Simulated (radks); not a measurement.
Task: All-electron atom: Lu30+ in [Kr] 4d5 (the NIST ground configuration). All-electron calculation, Dirac Kohn-Sham, exchange-only PBE, spin-unpolarised, spherical densities, finite nucleus; open shells fill j = l - 1/2 first; Fermi nuclear charge, rms radius 5.37 fm. Program: a radial shooting solver on a logarithmic mesh with Libxc functionals.

Spin-orbit splittings of the eigenvalues, e(l+1/2) - e(l-1/2), with zeta = 2 splitting/(2l+1) and mean radii in bohr:

| shell | occ. | splitting (eV) | zeta (eV) | <r> j=l-1/2 | <r> j=l+1/2 |
|---|---|---|---|---|---|
| 2p | 6 | ? | ? | 0.06741 | 0.07502 |
| 3p | 6 | 241.9 | 161.3 | 0.2007 | 0.2144 |
| 3d | 10 | 52.93 | 21.17 | 0.1880 | 0.1923 |
| 4p | 6 | 69.51 | 46.34 | 0.4407 | 0.4629 |
| 4d | 5 | 14.57 | 5.829 | 0.4573 | 0.4637 |

Estimate the 2p splitting.

Result: 1117 eV (zeta = 744.8 eV).
